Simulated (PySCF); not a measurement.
## Exercise with solution: oscillator strength and radiative lifetime

C₆H₁₀, SMILES C1=C(C)C[C@@H]1C.

Geometry: PBE0-D3(BJ)/def2-SVP.

TDA-CAM-B3LYP/def2-SVPD (PySCF 2.14.0) puts the first singlet state with f over 0.02 at 7.13 eV (vertical), with the transition dipole (1.032, 0.460, 0.321) in atomic units.

Task: Find the oscillator strength, the wavelength and the radiative lifetime that this transition would have in vacuum if emission retraced absorption.

Result: 
|μ|² = 1.3797 au, so |μ| = 2.99 D. ΔE = 7.13/27.211 = 0.2620 hartree. f = (2/3) ΔE |μ|² = 0.241 (the program prints 0.241).
λ = 1239.84/7.13 = 174 nm; ν = 57507 cm⁻¹.
Einstein's coefficient A = 0.6670 ν² f s⁻¹ (ν in cm⁻¹) = 5.3e8 s⁻¹, so τ = 1/A = 1.9 ns. This state is S2; the lower singlet has f = 0.007. The figure is the radiative limit of this one transition; relaxation, internal conversion, crossing to triplets and a medium change what is measured.
